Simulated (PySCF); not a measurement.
An equivalent PySCF input for Cl (chlorine, neutral), [Ne] 3s2 3p5, 2P determinant, with no relativity, point nucleus:

```python
from pyscf import gto, scf, dft, mp, cc
import basis_set_exchange as bse
mol = gto.M(atom="Cl 0 0 0", charge=0, spin=1, symmetry="D2h",
            basis=gto.basis.parse(bse.get_basis("def2-QZVPPD", elements=["Cl"], fmt="nwchem")))
mf = dft.UKS(mol, xc="PBE0")
mf.irrep_nelec = {'Ag': (3, 3), 'B1u': (2, 2), 'B2u': (2, 2), 'B3u': (2, 1)}
mf.kernel()
```

It reaches the same state as the run whose output follows, with an energy that differs only through the grid. The run itself started from symmetry-adapted Hartree-Fock orbitals and held the occupation by maximum overlap, on a logarithmic radial grid, so the iterations belong to that start.

```
SCF conv_tol = 1e-09
number electrons alpha = 9  beta = 8
XC functionals = PBE0
    C. Adamo and V. Barone.,  J. Chem. Phys. 110, 6158 (1999)
    M. Ernzerhof and G. E. Scuseria.,  J. Chem. Phys. 110, 5029 (1999)
cycle= 1 E= -460.010938022691  delta_E= -0.0084  |g|= 0.0197  |ddm|= 0.0883
cycle= 2 E= -460.011114653337  delta_E= -0.000177  |g|= 0.00769  |ddm|= 0.0179
cycle= 3 E= -460.011139288056  delta_E= -2.46e-05  |g|= 0.0038  |ddm|= 0.00799
cycle= 4 E= -460.011143636881  delta_E= -4.35e-06  |g|= 0.00044  |ddm|= 0.00212
cycle= 5 E= -460.011143773453  delta_E= -1.37e-07  |g|= 3.54e-05  |ddm|= 0.000424
cycle= 6 E= -460.01114377466  delta_E= -1.21e-09  |g|= 6.34e-06  |ddm|= 5e-05
cycle= 7 E= -460.011143774706  delta_E= -4.62e-11  |g|= 6.82e-07  |ddm|= 1.17e-05
converged SCF energy = -460.011143774706  <S^2> = 0.75440498  2S+1 = 2.0044001
```
